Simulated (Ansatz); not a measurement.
C₉H₁₂ (`Cc1ccc(C)c(C)c1`) at its PBE0-D4/def2-TZVP geometry, where that method's forces vanish. The species carries charge 0 and has multiplicity 1.

```xyz
21

C     2.8483    0.3049    1.3769
C     1.4263    0.1674    0.9249
C     0.3718    0.2244    1.8246
C    -0.9382    0.1163    1.3825
C    -1.2398   -0.0528    0.0386
C    -2.6615   -0.1697   -0.4158
C    -0.1839   -0.1155   -0.8813
C    -0.4565   -0.3023   -2.3417
C     1.1212   -0.0057   -0.4221
H     2.9343    0.1789    2.4574
H     3.4926   -0.4353    0.8966
H     3.2476    1.2925    1.1261
H     0.5741    0.3533    2.8829
H    -1.7493    0.1617    2.1026
H    -2.9232    0.6192   -1.1278
H    -3.3486   -0.1003    0.4283
H    -2.8462   -1.1225   -0.9217
H    -0.9989   -1.2334   -2.5329
H     0.4716   -0.3305   -2.9138
H    -1.0742    0.5079   -2.7413
H     1.9327   -0.0583   -1.1431
```

Q: What forces (eV/Å) does r2SCAN-D4/def2-TZVPP give on these atoms in the Gaussian-basis code of Ansatz? (An estimate is asked.)

A: The calculation gave: 
```
C1   0.099 -0.005  0.048
C2   0.094 -0.002  0.026
C3   0.007  0.026  0.190
C4  -0.112  0.011  0.148
C5  -0.110 -0.006 -0.022
C6  -0.109 -0.006 -0.016
C7  -0.007 -0.014 -0.107
C8  -0.002 -0.014 -0.110
C9   0.154 -0.001 -0.113
H10  0.003  0.009 -0.019
H11 -0.003  0.019 -0.001
H12  0.005 -0.013 -0.001
H13  0.003  0.001  0.006
H14 -0.006  0.000  0.003
H15 -0.002 -0.016 -0.005
H16  0.008 -0.001 -0.016
H17 -0.003  0.014 -0.009
H18 -0.007  0.015 -0.004
H19 -0.018  0.000  0.005
H20 -0.006 -0.016  0.000
H21  0.012  0.000 -0.003
```
